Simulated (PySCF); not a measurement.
These 3 structures share the formula C10H14. Theory: PySCF, PBE0-D3(BJ)/def2-SVP geometry optimisation, gas phase. One conformer each; no zero-point energy, no entropy. No frequencies were run at this level. Point groups hold within 0.08 Å.

Question: Rank from lowest to highest electronic energy at this level (kcal/mol).
A. `[CH3:1][C:2]#[C:3][C:4]1=[C:5]([CH3:6])[CH2:7][CH2:8][CH2:9][CH2:10]1` with C4–C5–C7–C8 -15°, C5–C7–C8–C9 45°, C7–C8–C9–C10 -61°, C8–C9–C10–C4 46°
B. `[CH3:1][CH2:2][CH2:3][C:4]1=[CH:5][CH:6]=[CH:7][CH2:8][CH:9]=[CH:10]1` with C1–C2–C3–C4 -179°, C2–C3–C4–C5 -112°, C4–C5–C6–C7 -33°, C6–C7–C8–C9 67°, C7–C8–C9–C10 -68°, C3–C4–C10–C9 -152°
C. `C#C[C@@H]1C[C@H]2CC[C@@H]1CC2`

Answer: B (0.0), C (8.2), A (10.0).

As drawn, the highest has a C≡C bond, which the lowest lacks. Neighbours under 2.5 kcal/mol apart (C#C[C@@H]1C[C@H]2CC[C@@H]1CC2 and CC#CC1=C(C)CCCC1) can change places with a better method, another conformer or zero-point energy.

| SMILES | E (Eh) | E rel (kcal/mol) | dipole (D) | point group | A, B, C (MHz) |
| --- | --- | --- | --- | --- | --- |
| CCCC1=CC=CCC=C1 | -388.72442 | 0.0 | 0.30 | C1 | 2874, 734.3, 650.6 |
| C#C[C@@H]1C[C@H]2CC[C@@H]1CC2 | -388.71141 | 8.2 | 0.84 | C1 | 2376, 1085, 1076 |
| CC#CC1=C(C)CCCC1 | -388.70846 | 10.0 | 0.16 | C1 | 2436, 772.6, 606.1 |
